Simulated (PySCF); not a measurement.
# Electronic structure of Be²⁺ (beryllium, charge +2) at the UHF level

Configuration: 1s2, closed-shell 1S. Computed with PySCF 2.14 in def2-SVP, with the non-relativistic Hamiltonian (point nucleus).

```
Total energy                                     : -13.604767 hartree
One-electron energy                              : -15.8707 hartree
Hartree (Coulomb) energy                         : 4.5318 hartree
Exchange energy                                  : -2.2659 hartree
Kinetic energy                                   : 13.43426 hartree
⟨S²⟩                                             : 0.0000
⟨L²⟩                                             : 0.000
Sum of ⟨r⟩                                       : 0.8311 bohr
Sum of ⟨r²⟩                                      : 0.4653 bohr²
Density at the nucleus (Gaussians lack the cusp) : 30.3 bohr⁻³
Langevin diamagnetic susceptibility              : -0.368 ×10⁻⁶ cm³/mol
Time after the integrals                         : 0.04 s of wall time on 1 thread of Neoverse-N1 (shared host)
```

```json
{"shell": "1s", "electrons": "2", "mean orbital energy (eV)": "-154.27", "rms radius, mean of both spins (bohr)": "0.482"}
```
